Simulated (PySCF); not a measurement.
Molecule: SMILES C=CS(=O)(=O)OC, C3H6O3S.

Cartesian coordinates in Å; atom numbers follow the order of the lines, from 1:
```xyz
13

C    -2.4714    0.4760    0.0808
C    -1.3743   -0.2732    0.1109
S    -0.1986   -0.1643   -1.1982
O     0.1878   -1.5127   -1.5714
O    -0.6529    0.8045   -2.1672
O     1.0580    0.5364   -0.4491
C     2.0390   -0.2913    0.1594
H    -3.2246    0.4030    0.8694
H    -2.6368    1.1772   -0.7420
H    -1.1325   -1.0083    0.8835
H     2.9299    0.3368    0.2840
H     1.7029   -0.6424    1.1488
H     2.2744   -1.1543   -0.4785
```

Geometry PBE0-D3(BJ)/def2-SVP throughout; GIAO in PySCF 2.14, gas phase, one conformer, non-relativistic; equivalent atoms averaged; functional PBE0.

For orientation, aug-cc-pVDZ gives these absolute shieldings σ: C2 59.5, C1 66.0, C7 144.5, S3 265.2, O4/O5 139.9, O6 171.5, H10 24.57, H8 25.14, H11/H12/H13 27.60 ppm.

A run gave: C2 123.4, C1 126.2, C7 192.9, S3 647.3, O4/O5 223.2, O6 299.0, H10 26.63, H8 26.67, H11/H12/H13 30.61 ppm (absolute shieldings σ).

**Question.** Which basis set was used in that run?
A. STO-3G
B. cc-pVTZ
C. def2-TZVP
D. 6-31G*

**Answer.** A. S3 tells them apart best: STO-3G gives 647.3, cc-pVTZ gives 204.5, 6-31G* gives 252.7, def2-TZVP gives 135.2 ppm.
